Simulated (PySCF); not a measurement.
## From computed data to an observable: oscillator strength and radiative lifetime

In(H)(Br)(NH2) (BrH3InN), SMILES [NH2][InH][Br].

Geometry optimised at PBE0-D3(BJ)/def2-SVP. The def2 effective core potentials stand for the cores of In; spin–orbit coupling is left out. One conformer was computed; it need not be the lowest.

TDDFT-B3LYP/def2-SVPD (PySCF) puts the first singlet state with f over 0.02 at 5.04 eV (vertical), with the transition dipole (0.279, -0.376, 0.243) in atomic units.

Q: Find the oscillator strength, the wavelength and the radiative lifetime that this transition would have in vacuum if emission retraced absorption.

A: 
|μ|² = 0.2783 au, so |μ| = 1.34 D. ΔE = 5.04/27.211 = 0.1852 hartree. f = (2/3) ΔE |μ|² = 0.034 (the program prints 0.034).
λ = 1239.84/5.04 = 246 nm; ν = 40650 cm⁻¹.
Einstein's coefficient A = 0.6670 ν² f s⁻¹ (ν in cm⁻¹) = 3.8e7 s⁻¹, so τ = 1/A = 26 ns. This state is S2; the lower singlet has f = 0.015. The figure is the radiative limit of this one transition; relaxation, internal conversion, crossing to triplets and a medium change what is measured.
